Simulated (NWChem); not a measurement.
System: C$_{2}$H$_{4}$N$_{2}$OSi; SMILES [SiH3]O/C=N/C#N

```xyz
10

N      0.3012     3.3234     0.0000
C      0.1880     2.1656     0.0000
N      0.1585     0.8374     0.0000
C     -0.9452     0.1890     0.0000
O     -0.9567    -1.1173     0.0000
Si     0.5276    -2.0123     0.0000
H     -1.9462     0.6497     0.0000
H      1.2880    -1.6984    -1.2363
H      1.2880    -1.6984     1.2363
H      0.0430    -3.4152     0.0000
```
Atoms are numbered in this order, from 1.

All runs: NWChem. Pople sets run with spherical d functions. Geometry: optimised at PBE0/def2-SVP. Atomic charges in e: unrestrained fits to the electrostatic potential beside Mulliken populations; buried atoms are poorly determined by the fit.

For level B3LYP/def2-SVP:

| Quantity | Value |
|---|---|
| Mulliken N1 | 0.09 |
| Mulliken C2 | -0.23 |
| Mulliken N3 | -0.17 |
| Mulliken C4 | 0.26 |
| Mulliken O5 | -0.37 |

Problem. Estimate the same quantities for level Hartree-Fock/6-31G*.

Solution. 
| Item | Value |
|---|---|
| Mulliken N1 | -0.40 |
| Mulliken C2 | 0.47 |
| Mulliken N3 | -0.63 |
| Mulliken C4 | 0.52 |
| Mulliken O5 | -0.74 |
